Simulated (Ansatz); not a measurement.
The same path of BFGaH4N (8 atoms, charge 0, multiplicity 1) was run 3 times with different band settings. The coordinate that changes most is the dihedral B1–N2–Ga3–F4.

All numbers below come from RKS PBE0/def2-SVP in Ansatz.

Relaxed end points:

```xyz
8
Properties=species:S:1:pos:R:3
B 0.484 1.329 -0.337
N 0.139 0.277 0.524
Ga -0.515 -1.341 -0.057
F -0.838 -2.430 1.280
H 0.346 1.173 -1.533
H 0.911 2.372 0.106
H 0.257 0.412 1.525
H -0.784 -1.791 -1.509
```

```xyz
8
Properties=species:S:1:pos:R:3
B 0.481 1.327 -0.240
N 0.134 0.242 0.586
Ga -0.518 -1.385 0.024
F -0.711 -1.535 -1.707
H 0.352 1.225 -1.438
H 0.903 2.347 0.263
H 0.257 0.370 1.587
H -0.898 -2.589 0.924
```

Common settings: movable images 5; climbing image yes; spring 5.0 eV/Å²; start path IDPP; iteration limit 60; end points relaxed.

| run | optimiser | force threshold |
| --- | --- | --- |
| 1 | quadratic models (default) | 0.05 eV/Å |
| 2 | lbfgs | 0.05 eV/Å |
| 3 | quadratic models (default) | 0.5 eV/Å |

Task: What does each run give, and how far can it be trusted?

Result: Run 1: converged after 10 iterations, highest image 0.240 eV above the first end. A vibrational analysis at the climbing image gives one clearly imaginary mode, 130i cm⁻¹: a first-order saddle point.
Run 2: converged after 25 iterations, highest image 0.240 eV above the first end. Another band between the same ends (5 images) ends at a top of the same energy, where a vibrational analysis finds 1 clearly imaginary mode.
Run 3: converged after 2 iterations, highest image 0.261 eV above the first end. The threshold of 0.5 eV/Å is loose, so the images may lie well off the minimum-energy path. The order of the stationary point at the top wasn't checked.
